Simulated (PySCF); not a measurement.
Zn(OMe)(NH2) (CH5NOZn), SMILES C[O][Zn][NH2]. The structure is a stationary point at PBE0-D3(BJ)/def2-SVP. The structure was generated by enumeration; whether it is a known compound was not checked. One conformer was computed; it need not be the lowest.

Computed equilibrium geometry at PBE0-D3(BJ)/def2-SVP (PySCF confirms it by a frequency run) as a Z-matrix, and its point group (one conformer of several):
point group Cs.
```
Zn
O 1 1.7717
C 2 1.3851 1 127.03
H 3 1.1068 2 109.69 1 -180.00
H 3 1.1112 4 106.22 2 -123.42
H 3 1.1112 4 106.22 5 -113.17
N 1 1.8124 2 170.55 3 180.00
H 7 1.0174 1 116.45 2 -116.09
H 7 1.0174 8 107.04 1 132.29
```
Charge 0, spin multiplicity 1.
